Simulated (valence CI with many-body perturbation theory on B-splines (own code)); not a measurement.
# Which ion has this spectrum?

A relativistic CI+MBPT calculation for an atom or ion with 39 electrons gives these levels (eV):

| J | Parity | E | g |
| --- | --- | --- | --- |
| 3/2 | even | 0.000 | 0.70 |
| 5/2 | even | 19.299 | 1.05 |
| 3/2 | even | 21.785 | 1.19 |
| 7/2 | even | 23.463 | 1.05 |
| 9/2 | even | 23.742 | 1.05 |
| 1/2 | even | 23.932 | 1.84 |
| 5/2 | even | 32.706 | 1.28 |
| 7/2 | even | 42.403 | 1.11 |
| 9/2 | even | 44.305 | 1.14 |
| 3/2 | even | 46.076 | 1.12 |
| 1/2 | even | 47.273 | 1.48 |
| 5/2 | even | 47.962 | 1.27 |
| 11/2 | even | 48.296 | 1.09 |
| 5/2 | even | 51.202 | 1.10 |

The energies are calculated, and their last digits are not significant.

(1) Which is it?
A. Pt39+
B. Ir38+
C. Au40+
D. W35+

Results:

(1) B. Ir38+, ground level (4d3/2^3) J=3/2.
